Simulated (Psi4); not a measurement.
F₅Si₂, doublet, at a GFN2-xTB geometry, atoms displaced at random by about 0.08 Å a coordinate; TPSS/STO-3G, gradient run with Psi4 1.11.

Input for Psi4:
```
memory 2 GB

molecule mol {
0 2
F     1.818664   -1.467366   -0.081539
Si    1.285070    0.008512   -0.470043
F     2.122965    0.973571    0.428318
Si   -0.824033    0.036111   -0.048475
F    -1.589235   -0.150579    1.412889
F    -1.390171    1.467548   -0.410258
F    -1.568905   -0.763881   -0.926936
symmetry c1
no_reorient
no_com
}

set {
  basis sto-3g
  reference uks
}

gradient('tpss')
print_variables()
```

It wrote (shortened):

```
gradient() will perform analytic gradient computation.

   => Loading Basis Set <=

    Name: STO-3G
    Role: ORBITAL
    Keyword: BASIS

         ---------------------------------------------------------
                                   SCF
               by Justin Turney, Rob Parrish, Andy Simmonett
                          and Daniel G. A. Smith
                              UKS Reference
         ---------------------------------------------------------

  ==> Geometry <==

    Molecular point group: c1
    Full point group: C1

    Geometry (in Angstrom), charge = 0, multiplicity = 2:

       Center              X                  Y                   Z               Mass
    ------------   -----------------  -----------------  -----------------  -----------------
         F            1.818664000000    -1.467366000000    -0.081539000000    18.998403162730
         SI           1.285070000000     0.008512000000    -0.470043000000    27.976926534650
         F            2.122965000000     0.973571000000     0.428318000000    18.998403162730
         SI          -0.824033000000     0.036111000000    -0.048475000000    27.976926534650
         F           -1.589235000000    -0.150579000000     1.412889000000    18.998403162730
         F           -1.390171000000     1.467548000000    -0.410258000000    18.998403162730
         F           -1.568905000000    -0.763881000000    -0.926936000000    18.998403162730

  Running in c1 symmetry.

  Rotational constants: A =      0.09566  B =      0.04077  C =      0.03681 [cm^-1]
  Rotational constants: A =   2867.71731  B =   1222.27000  C =   1103.62242 [MHz]
  Nuclear repulsion =  504.928815284097823

  Charge       = 0
  Multiplicity = 2
  Electrons    = 73
  Nalpha       = 37
  Nbeta        = 36

  ==> Algorithm <==

  SCF Algorithm Type is DF.
  DIIS enabled.
  MOM disabled.
  Fractional occupation disabled.
  Guess Type is SAD.
  Energy threshold   = 1.00e-08
  Density threshold  = 1.00e-08
  Integral threshold = 1.00e-12

  ==> Primary Basis <==

  Basis Set: STO-3G
    Blend: STO-3G
    Number of shells: 25
    Number of basis functions: 43
    Number of Cartesian functions: 43
    Spherical Harmonics?: true
    Max angular momentum: 1

  ==> DFT Potential <==

   => LibXC <=

    Version 7.1.2
    S. Lehtola, C. Steigemann, M. J. T. Oliveira, and M. A. L. Marques,  SoftwareX 7, 1–5 (2018) (10.1016/j.softx.2017.11.002)

   => Composite Functional: TPSS <=

    TPSS Meta-GGA XC Functional

    J. Tao, et al., Phys. Rev. Lett., 91, 146401, 2003

    Deriv               =              1
    GGA                 =           TRUE
    Meta                =           TRUE

    Exchange Hybrid     =          FALSE
    MP2 Hybrid          =          FALSE

   => Exchange Functionals <=

    1.0000   XC_MGGA_X_TPSS

   => Correlation Functionals <=

    1.0000   XC_MGGA_C_TPSS

   => LibXC Density Thresholds  <==

    XC_MGGA_C_TPSS:  1.00E-15
    XC_MGGA_X_TPSS:  1.00E-15

   => Molecular Quadrature <=

    Radial Scheme          =       TREUTLER
    Pruning Scheme         =           NONE
    Nuclear Scheme         =       TREUTLER

    Blocking Scheme        =         OCTREE
    BS radius alpha        =              1
    Pruning alpha          =              1
    Radial Points          =             75
    Spherical Points       =            302
    Total Points           =         147327
    Total Blocks           =           1188
    Max Points             =            256
    Max Functions          =             38
    Weights Tolerance      =       1.00E-15

   => Loading Basis Set <=

    Name: (STO-3G AUX)
    Role: JKFIT
    Keyword: DF_BASIS_SCF

  ==> Integral Setup <==

  SCF_SUBTYPE=INCORE selected. In-core MEM_DF algorithm will be used.
  Using in-core AOs.

  ==> MemDFJK: Density-Fitted J/K Matrices <==

    J tasked:                   Yes
    K tasked:                    No
    wK tasked:                   No
    Algorithm:                 Core
[...]
  @DF-UKS Final Energy: -1064.30431785747737
    Total Energy =                      -1064.3043178574773719
[...]

  ==> Geometry <==

    Molecular point group: c1
    Full point group: C1

    Geometry (in Angstrom), charge = 0, multiplicity = 2:

       Center              X                  Y                   Z               Mass
    ------------   -----------------  -----------------  -----------------  -----------------
         F            1.818664000000    -1.467366000000    -0.081539000000    18.998403162730
         SI           1.285070000000     0.008512000000    -0.470043000000    27.976926534650
         F            2.122965000000     0.973571000000     0.428318000000    18.998403162730
         SI          -0.824033000000     0.036111000000    -0.048475000000    27.976926534650
         F           -1.589235000000    -0.150579000000     1.412889000000    18.998403162730
         F           -1.390171000000     1.467548000000    -0.410258000000    18.998403162730
         F           -1.568905000000    -0.763881000000    -0.926936000000    18.998403162730

  Nuclear repulsion =  504.928815284097823

  ==> Basis Set <==

  Basis Set: STO-3G
    Blend: STO-3G
    Number of shells: 25
    Number of basis functions: 43
    Number of Cartesian functions: 43
    Spherical Harmonics?: true
    Max angular momentum: 1

  ==> DFJKGrad: Density-Fitted SCF Gradients <==

    Gradient:                    1
    J tasked:                  Yes
    K tasked:                   No
    wK tasked:                  No
    Integrals threads:           1
    Schwarz Cutoff:          1E-12
    Fitting Condition:       1E-10

   => Auxiliary Basis Set <=

  Basis Set: (STO-3G AUX)
    Blend: DEF2-UNIVERSAL-JKFIT
    Number of shells: 201
    Number of basis functions: 641
    Number of Cartesian functions: 775
    Spherical Harmonics?: true
    Max angular momentum: 4

  ==> DFT Potential <==

   => LibXC <=

    Version 7.1.2
    S. Lehtola, C. Steigemann, M. J. T. Oliveira, and M. A. L. Marques,  SoftwareX 7, 1–5 (2018) (10.1016/j.softx.2017.11.002)

   => Composite Functional: TPSS <=

    TPSS Meta-GGA XC Functional

    J. Tao, et al., Phys. Rev. Lett., 91, 146401, 2003

    Deriv               =              1
    GGA                 =           TRUE
    Meta                =           TRUE

    Exchange Hybrid     =          FALSE
    MP2 Hybrid          =          FALSE

   => Exchange Functionals <=

    1.0000   XC_MGGA_X_TPSS

   => Correlation Functionals <=

    1.0000   XC_MGGA_C_TPSS

   => LibXC Density Thresholds  <==

    XC_MGGA_C_TPSS:  1.00E-15
    XC_MGGA_X_TPSS:  1.00E-15

   => Molecular Quadrature <=

    Radial Scheme          =       TREUTLER
    Pruning Scheme         =           NONE
    Nuclear Scheme         =       TREUTLER

    Blocking Scheme        =         OCTREE
    BS radius alpha        =              1
    Pruning alpha          =              1
    Radial Points          =             75
    Spherical Points       =            302
    Total Points           =         147327
    Total Blocks           =           1188
    Max Points             =            256
    Max Functions          =             38
    Weights Tolerance      =       1.00E-15

  -Total Gradient:
     Atom            X                  Y                   Z
    ------   -----------------  -----------------  -----------------
       1       -0.017877209972     0.034537219910    -0.012757120256
       2       -0.003851989807     0.021544115243     0.075510280300
       3       -0.044037104619    -0.048476332906    -0.052094853739
       4       -0.095143132831    -0.136475285060    -0.199230539705
       5       -0.006233291829     0.007577773371    -0.010761836629
       6        0.014503515304    -0.064705995802     0.011635627120
       7        0.152662533585     0.186568631078     0.186576508429

  Variable Map:
  ----------------------------------------------------------------------------
[...]
  Array Variable Map:
  ----------------------------------------------------------------------------
[...]
[...]
```
